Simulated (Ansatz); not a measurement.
Computed with Ansatz on PBE0-D4/def2-TZVP structures; ΔE is electronic, products minus reactants. CCSD(T)/CBS is the MP2 limit (def2-TZVPP, def2-QZVPP) plus CCSD(T) − MP2 in def2-TZVPP, frozen cores. This one scheme is used for every species. DFT in def2-TZVPP. Each species was taken in one conformer, which may not be the lowest.

Reaction (ligand exchange at the Si–O bond): `CO[SiH](O)O[SiH2]O` + `F[Si](S)(Cl)Cl` → `O[SiH2]S[Si](F)(Cl)Cl` + `CO[SiH](O)O`

```json
{"species": "`CO[SiH](O)O[SiH2]O`", "B2PLYP energy (Eh)": "-922.75692"}
{"species": "`F[Si](S)(Cl)Cl`", "B2PLYP energy (Eh)": "-1708.28152"}
{"species": "`O[SiH2]S[Si](F)(Cl)Cl`", "B2PLYP energy (Eh)": "-2074.15858"}
{"species": "`CO[SiH](O)O`", "B2PLYP energy (Eh)": "-556.85731"}
```

Question: Work out ΔE.

Answer: ΔE = (-2074.15858) + (-556.85731) − (-922.75692) − (-1708.28152) = 0.02255 Eh = +14.2 kcal/mol. CCSD(T)/CBS gives +13.3 kcal/mol.

Largest T1 diagnostic among the species: 0.012.

In def2-TZVPP, CCSD(T) changes the Hartree–Fock value by −4.1 kcal/mol (the triples alone add −0.9 kcal/mol) and MP2 by −5.3 kcal/mol. The D4 term adds −0.8 kcal/mol with B3LYP and −0.4 kcal/mol with PBE0; it sums over pairs of atoms, weighted by their polarisabilities, and B3LYP, whose exchange is more repulsive, gets the larger term. From PBE to PBE0 (25 % exact exchange), in def2-TZVPP and without D4, ΔE moves by +1.3 kcal/mol.

B3LYP here is the variant with VWN-RPA as its local correlation; programs differ in this.
